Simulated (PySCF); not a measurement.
Cost of excited-state runs on `CC1=CC[P@](C)(=N)C1`, C₆H₁₂NP

Cartesian coordinates in Å; atom numbers follow the order of the lines, from 1:
```xyz
20

C     2.5108   -0.8810   -0.2860
C     1.2622   -0.1286    0.0346
C     0.9779    1.1055   -0.3670
C    -0.3344    1.6758    0.0597
P    -1.3420    0.1634    0.4896
C    -1.8790   -0.4914   -1.1151
N    -2.5931    0.1885    1.4142
C     0.2140   -0.7919    0.8777
H     2.2715   -1.7965   -0.8275
H     3.0271   -1.1662    0.6309
H     3.1817   -0.2791   -0.8942
H     1.6462    1.6957   -0.9755
H    -0.8144    2.2858   -0.7089
H    -0.2335    2.2945    0.9590
H    -1.0493   -0.5335   -1.8176
H    -2.2921   -1.4843   -0.9493
H    -2.6668    0.1562   -1.4943
H    -2.4313    0.5375    2.3490
H     0.4315   -0.6800    1.9460
H     0.1079   -1.8594    0.6715
```

PySCF with density fitting, on 1 thread of an Intel Xeon, shared host. Command: `OMP_NUM_THREADS=1 python excited_run.py task.json out`

Problem. How long does each of these runs take, and how much memory?
- magnetisability and related constants, B97-D/3-21G; IEF-PCM dichloromethane
- magnetisability and related constants, wB97X-D/pcSseg-1; isotopologues

Solution. 
```tsv
run	level	basis functions	wall time	peak memory (GiB)
magnetisability and related constants	B97-D/3-21G	100	44 s	0.65
magnetisability and related constants	wB97X-D/pcSseg-1	203	2.7 min	1.1
```
Times from a shared host are rough.
